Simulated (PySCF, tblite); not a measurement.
Question: Write Cartesian coordinates for `C(F)(F)([Si@@H]1C[C@H](C)CN1)F` as optimised with GFN2-xTB.

Answer: 
```xyz
20
C5H10F3NSi angstrom
C     -1.7126    0.9609    0.5360
C     -1.3927   -0.0931   -0.5189
C     -1.0357   -1.4248    0.1524
N      0.3312   -1.2910    0.6291
Si     1.3111   -0.4070   -0.4503
C      2.4194    0.7980    0.5979
F      1.7547    1.7853    1.2282
F      3.1075    0.1437    1.5585
F      3.3498    1.4054   -0.1678
C     -0.1778    0.3376   -1.3560
H     -1.9488    1.9115    0.0642
H     -2.5676    0.6578    1.1364
H     -0.8574    1.1047    1.1911
H     -2.2683   -0.2331   -1.1602
H     -1.1225   -2.2477   -0.5685
H     -1.7014   -1.6317    0.9926
H      0.6292   -1.9959    1.2831
H      2.2792   -1.0888   -1.3176
H     -0.1643    1.4173   -1.4813
H     -0.2381   -0.0984   -2.3520
```

Orientation and origin are arbitrary. Atoms count from 1 in this order. The 5-membered ring C2–C3–N4–Si5–C10 has internal angles of 93.1° to 112.4°; it is puckered, 0.17 Å rms from its mean plane, widest ring torsion 43°. Of the pairs four or more bonds apart, Si5···H13 is among the closest relative to their van der Waals radii: 3.11 Å, 94 % of the sum of Bondi's values. The C–Si distances run from 1.895 Å (Si5–C10, drawn single) to 1.944 Å (Si5–C6, drawn single), a spread of 0.049 Å. N4 (silicon-bound nitrogen) has angles 127.2°, 115.3° and 112.4°, sum 354.8°, 0.17 Å off the plane of its three neighbours.

Bonds between heavy atoms (Å): C1–C2 1.525, C2–C3 1.533, C3–N4 1.454, N4–Si5 1.705, Si5–C6 1.944, C6–F7 1.347, C6–F8 1.351, C6–F9 1.349, Si5–C10 1.895, C2–C10 1.537.

The geometry is computed with GFN2-xTB (gas phase).

Point group: C1 (no symmetry element, even within 0.4 Å). Its GFN2-xTB frequencies are all real (lowest 18 cm⁻¹). The numbers are those of one conformer (C1–C2–C3–N4 -78°, C2–C3–N4–Si5 -38°, C3–N4–Si5–C6 138°, N4–Si5–C10–C2 8°). 3 starts were optimised and ended at 0.00, 0.12 and 0.14 kcal/mol (GFN2-xTB); the lowest of these is shown.
